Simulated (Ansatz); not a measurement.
Ge2NH7⁻, that is (H3Ge)2NH with one electron more. Charge -1, multiplicity 2. Geometry PBE0-D4/def2-SVP, that of the neutral singlet; atoms count from 1.

```xyz
10

Ge    1.355    0.918    0.155
H     1.917    1.984   -0.806
H     0.726    1.573    1.397
H     2.513   -0.006    0.603
N     0.005    0.020   -0.706
Ge   -1.387   -0.877    0.085
H    -2.545   -0.960   -0.930
H    -1.796   -0.058    1.321
H    -1.014   -2.312    0.531
H     0.226   -0.282   -1.650
```

The highest occupied level of the charge -1 doublet lies above zero (up to 2.31 eV). By energy differences it is unbound by 1.01 eV (vertical, against the charge 0 singlet, at PBE0-D4/def2-TZVPD) and held by the finite basis.

(1) Estimate the Mulliken populations from the PBE0/def2-TZVPD orbitals of Ansatz.

(2) Where does the spin sit?

Answers

(1) 
```
atom  charge (e)  spin (α − β)
 Ge1        0.15         -0.24
  H2        0.05         -0.01
  H3        0.02          0.01
  H4        0.09         -0.04
  N5       -2.80          2.49
 Ge6        0.16         -0.24
  H7        0.05         -0.01
  H8        0.02          0.01
  H9        0.09         -0.04
 H10        1.17         -0.94
```
Mulliken values depend strongly on the basis. With diffuse functions, as here, like atoms can get unlike values, and bond orders can come out too low or too high.

(2) Summed by element: Ge -0.48, H -1.02, N 2.49, of 1 unpaired in all. Largest on single atoms: N5 2.49, H10 -0.94, Ge6 -0.24.
